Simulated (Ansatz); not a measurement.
Reactions of CH6GeS, SMILES `S[CH2][GeH3]`.

Computed with Ansatz on PBE0-D4/def2-TZVP structures; ΔE is electronic, products minus reactants. CCSD(T)/CBS adds triple-zeta CCSD(T) − MP2 to the extrapolated MP2 energy (def2 sets, frozen cores). This one scheme is used for every species. For Ge outer-core shells are correlated without core-valence functions, which leaves a few kJ/mol of doubt a bond. Scalar relativity is left out up to krypton. Each species was taken in one conformer, which may not be the lowest.

Question: Order these by ΔE at CCSD(T)/CBS, lowest first. (Estimate.)
A. `S[CH2][GeH3]` + `CC(O)=S` → `CC(=S)[O][GeH3]` + CH₃SH
B. `S[CH2][GeH3]` + `OBF` → `O[B](F)[GeH3]` + CH₃SH
C. `S[CH2][GeH3]` + `CC=S` → `S=CCCS` + GeH₄
D. `S[CH2][GeH3]` + `[SiH3]N[SiH3]` → `[SiH3][N]([SiH3])[GeH3]` + CH₃SH
E. `S[CH2][GeH3]` + `O[Si](F)(Cl)Cl` → `F[Si](Cl)(Cl)[O][GeH3]` + CH₃SH

Answer: E (-0.62 eV), D (-0.31 eV), A (-0.12 eV), B (0.00 eV), C (+0.25 eV).

Largest T1 diagnostic: 0.017, for `CC(O)=S`.
